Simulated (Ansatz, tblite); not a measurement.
Spin states of Sn2H4⁺ (the lowest doublet isomer of a short search), each relaxed with B3LYP-D4/def2-TZVP in Ansatz. Electronic energies in the gas phase.

In the def2 sets Sn takes a core potential; there is no spin–orbit coupling. The xTB rows come from tblite. LC-ωPBE has ω = 0.4 bohr⁻¹. Correlated methods freeze 8 core orbitals; core or outer-core shells of Sn are correlated, in sets that lack core-valence functions. The structure comes from a short search, and lower isomers may exist.

Doublet geometry (C2h within 0.1 Å):

```csv
atom,x (Å),y (Å),z (Å)
Sn1,0.121,-1.339,0.228
Sn2,-0.121,1.338,-0.227
H3,-0.577,-2.001,1.627
H4,0.566,1.990,-1.636
H5,-1.414,2.179,0.485
H6,1.425,-2.168,-0.476
```

Quartet geometry (C2h within 0.1 Å):

Cartesian coordinates in Å:
```
Sn -0.8002 -0.7642 1.2706
Sn 0.7993 0.7688 -1.2683
H -1.2855 -2.0192 0.1801
H 1.2939 2.0123 -0.1686
H 1.7804 -0.6433 -1.4760
H -1.7879 0.6457 1.4623
```

⟨S²⟩: doublet 0.75 at PBE0-D4/def2-TZVP (pure 0.75), quartet 3.76 at PBE0-D4/def2-TZVP (pure 3.75).

Only these spin states were relaxed. The quartet has other bonds than the doublet, so the gap mixes isomer and spin.

Question: Estimate which spin state lies lowest at each of these levels, and by how much: GFN1-xTB; HF/def2-TZVP; HF/def2-TZVPP; LDA (SPW92)/def2-TZVP; PBE-D4/def2-TZVP; r2SCAN-D4/def2-TZVP; PBE0-D4/def2-TZVP; LC-ωPBE/def2-TZVP; ωB97M-V/def2-TZVP; RPA@PBE/def2-TZVP; MP2/def2-TZVP; MP2/def2-TZVPP.

Answer: 
```
                level  quartet − doublet (kcal/mol)  lowest of these
             GFN1-xTB                          64.7          doublet
         HF/def2-TZVP                          31.5          doublet
        HF/def2-TZVPP                          31.5          doublet
LDA (SPW92)/def2-TZVP                          51.4          doublet
     PBE-D4/def2-TZVP                          44.2          doublet
  r2SCAN-D4/def2-TZVP                          42.2          doublet
    PBE0-D4/def2-TZVP                          44.9          doublet
    LC-ωPBE/def2-TZVP                          45.3          doublet
    ωB97M-V/def2-TZVP                          46.4          doublet
    RPA@PBE/def2-TZVP                          44.7          doublet
        MP2/def2-TZVP                          47.4          doublet
       MP2/def2-TZVPP                          47.6          doublet
```

Change of the quartet − doublet gap on mixing in exact exchange, in kcal/mol: PBE to PBE0 (25 % exact exchange) 0.7. The xTB methods have no term that favours high spin, so they put low spin too low.
